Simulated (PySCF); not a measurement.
## From a computed spectrum to the compound

A species of 3 atoms with charge 0 has these harmonic modes (PBE0, small Gaussian bases with core potentials, PySCF 2.14.0):

| cm⁻¹ | km/mol | symmetry |
| --- | --- | --- |
| 15 | 17.9 | πu |
| 15 | 17.9 | πu |
| 170 | 0.0 | σg+ |
| 222 | 56.6 | σu+ |

Problem. Which species is it, and in which structure?

Solution. YbBr2 (singlet in the valence; each metal's 4f electrons, 14 of them, lie in its core potential, out of spins and levels):
```xyz
3

Yb    0.0000    0.0000    0.0000
Br    2.7210    0.0000    0.0000
Br   -2.7210    0.0000    0.0000
```
Ideal gas at 298.15 K and 1 bar: S = 342.0 J/(mol K), Cp = 61.1 J/(mol K), H − H(0 K) = 16.4 kJ/mol (rigid rotor, harmonic modes, spin degeneracy alone, that of the 4f electrons in the core included; the modes under 60 cm⁻¹ make these uncertain). An lcecp potential fixes the number of 4f electrons, so in runs with it no electron can move into or out of that shell.
 This is one of several that fit.
